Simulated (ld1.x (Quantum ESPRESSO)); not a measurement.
## Configuration tests for Al (Z = 13) (TM)

Al, norm-conserving Troullier–Martins (Kleinman–Bylander form), made with ld1.x (Quantum ESPRESSO) 7.5 (PBEsol, non-relativistic). Core [Ne], reference 3s2 3p1. Waves: 3p (bound): rc 2.95 bohr; 3s (bound): rc 1.85 bohr. Local part: the s channel. Core correction: Bessel-smoothed model core inside 1.50 bohr.

Energies are relative to the spin-unpolarised reference configuration 3s2 3p1; without spin polarisation the order of configurations can differ from experiment.

Give the all-electron excitation energy and the error of the potential for: 3s2 3p0; 3s1 3p0; 3s2 3p0.5; 3s2 3p1.3; 3s1 3p1; 3s1 3p2; 3s0 3p3.

```json
{"valence configuration": "3s2 3p0", "charge": "+1", "ΔE all-electron (eV)": "5.746", "error AE − PS (meV)": "+1.1"}
{"valence configuration": "3s1 3p0", "charge": "+2", "ΔE all-electron (eV)": "24.883", "error AE − PS (meV)": "+12"}
{"valence configuration": "3s2 3p0.5", "charge": "+0.5", "ΔE all-electron (eV)": "2.078", "error AE − PS (meV)": "+0.3"}
{"valence configuration": "3s2 3p1.3", "charge": "-0.3", "ΔE all-electron (eV)": "-0.570", "error AE − PS (meV)": "+0.1"}
{"valence configuration": "3s1 3p1", "charge": "+1", "ΔE all-electron (eV)": "11.499", "error AE − PS (meV)": "+6.4"}
{"valence configuration": "3s1 3p2", "charge": "0", "ΔE all-electron (eV)": "5.087", "error AE − PS (meV)": "+0.1"}
{"valence configuration": "3s0 3p3", "charge": "0", "ΔE all-electron (eV)": "10.338", "error AE − PS (meV)": "+1.2"}
```
